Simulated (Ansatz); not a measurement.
Consider the formal exchange of groups at a C–C bond: `CCCCC(O)CC` + `CCCCl` → `CCCCCCl` + `CCC(O)CC`.

Gas-phase electronic energies from Ansatz, PBE0-D4/def2-TZVP geometries. CCSD(T)/CBS is the MP2 limit (def2-TZVPP, def2-QZVPP) plus CCSD(T) − MP2 in def2-TZVPP, frozen cores. Functionals use def2-TZVPP. HSE06 is defined as in plane-wave codes. One conformer a species, not always the lowest.

Q: Is it downhill or uphill in electronic energy at CCSD(T)/CBS, and by how much? (Best estimate.)

A: The calculation gave: Nearly level: ΔE = -1.6 kJ/mol.

Q: What do these levels give: r2SCAN-D4, BHLYP-D4, ωB97X-V, ωB97M-V, PBE, BLYP, PBE0, r2SCAN0, HSE06, LC-ωPBE, CCSD(T)/def2-TZVPP, HF/def2-QZVPP? (Best estimate.)

A: Computed: r2SCAN-D4 -3.4, BHLYP-D4 -2.6, ωB97X-V -2.6, ωB97M-V -2.4, PBE -5.4, BLYP -6.5, PBE0 -5.0, r2SCAN0 -4.1, HSE06 -5.0, LC-ωPBE -4.7, CCSD(T)/def2-TZVPP -2.0, HF/def2-QZVPP -6.3 kJ/mol.

Largest T1 diagnostic among the species: 0.009.

In def2-TZVPP, CCSD(T) changes the Hartree–Fock value by +4.4 kJ/mol (the triples alone add +0.5 kJ/mol) and MP2 by +5.2 kJ/mol. Leaving LDA and LC-ωPBE aside and taking each functional with its dispersion term where it has one, the values, not all of them listed here, spread over 1.6 kJ/mol, from B2PLYP to ωB97M-V. LDA lies +3.2 kJ/mol from PBE without D4.
